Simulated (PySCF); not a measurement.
**Bond curve of InSe⁺**

Set-up: basis In def2-SVP with ECP28, Se def2-SVP; scalar-relativistic core potentials; PySCF 2.14. Energies in eV from In⁺ + Se in their ground configurations at the same level. State: ³Σ⁻ (triplet), unpaired electrons π ↑↑.

All columns are PBE0. A positive dipole points towards Se; it is taken about the centre of mass and depends on that origin.

```
R (Å)  E (eV)  μ (D)  Mulliken charge on In (basis-dependent)  HOMO (eV)  LUMO (eV)  Mayer bond order  ⟨S²⟩
2.779  -0.405  -0.55                                     0.70     -12.19     -10.23              0.51  2.01
2.908  -0.558  -1.12                                     0.73     -12.19      -9.93              0.47  2.01
3.037  -0.639  -1.66                                     0.76     -12.13      -9.66              0.43  2.01
3.134  -0.665  -2.06                                     0.78     -12.06      -9.47              0.40  2.01
3.231  -0.671  -2.45                                     0.79     -11.97      -9.29              0.38  2.01
3.328  -0.663  -2.82                                     0.81     -11.86      -9.12              0.35  2.01
3.457  -0.635  -3.31                                     0.82     -11.71      -8.92              0.33  2.01
3.619  -0.587  -3.90                                     0.84     -11.49      -8.68              0.30  2.01
3.813  -0.519  -4.59                                     0.86     -11.23      -8.42              0.27  2.01
4.071  -0.428  -5.48                                     0.88     -10.89      -8.10              0.23  2.01
```

A fit through these points gives, at Re = 3.217 Å, μ = -2.39 D and dμ/dR = -3.94 D/Å; the reduced mass is 47.13 u.

Q: How strong is the fundamental in the double-harmonic approximation, I = 42.26·(dμ/dR)²/μred km/mol?

A: I = 42.26·(-3.94)²/47.13 = 13.9 km/mol at PBE0.

These are scalar-relativistic numbers at best; spin–orbit coupling would shift them, the dissociation energy most. For an ion De counts to the pair picked by the measured ionisation energies or electron affinities, which need not be the lowest pair at this level. The state was picked by a PBE0 search and need not be the measured ground state.
